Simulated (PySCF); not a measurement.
## [TiCl4]-: what the settings change

[TiCl4]-: Ti(III) (d1), charge -1. The structure is a PBE0-D3(BJ)/def2-TZVP geometry optimised for multiplicity 2; coordination tetrahedral, point group D2d, metal–donor distances 2.27 Å.

```
5

Ti    0.000    0.000    0.000
Cl    1.360    1.289    1.289
Cl    1.360   -1.289   -1.289
Cl   -1.360   -1.289    1.289
Cl   -1.360    1.289   -1.289
```

Method (PySCF 2.14, density fitting): CASSCF(1,5) with orbitals averaged over all microstates of the shell, strongly contracted NEVPT2 on the averaged canonical orbitals; basis x2c-TZVPall on the metal, x2c-SVPall elsewhere; spin-free X2C; IEF-PCM dichloromethane; spin-orbit coupling by state interaction with the mean-field operator over all roots.

Base run: NEVPT2 ground state 2B1 (from 2E), next 2A1 (from 2E) at 333, then 2B2 (from 2T2) at 5589 cm⁻¹, 10Dq(NEVPT2) 6140, ζ 112 cm⁻¹, g 1.846 1.969 1.969, μeff(300 K) 1.76 μB.

Problem. What happens with the basis x2c-TZVPall on all atoms?

Solution. NEVPT2 ground state 2B1 (from 2E), next 2A1 (from 2E) at 343, then 2B2 (from 2T2) at 5292 cm⁻¹, 10Dq(NEVPT2) 5813, ζ 111 cm⁻¹, g 1.838 1.967 1.967, μeff(300 K) 1.76 μB. It took 15 s against 6.4 s on a shared host of the same kind.

No frequencies were computed for the optimised geometry. Charge-transfer states lie outside this active space and may come lower than some of these levels. NEVPT2 on the d shell alone tends to put d–d bands too high for such charged or covalently bound ions.
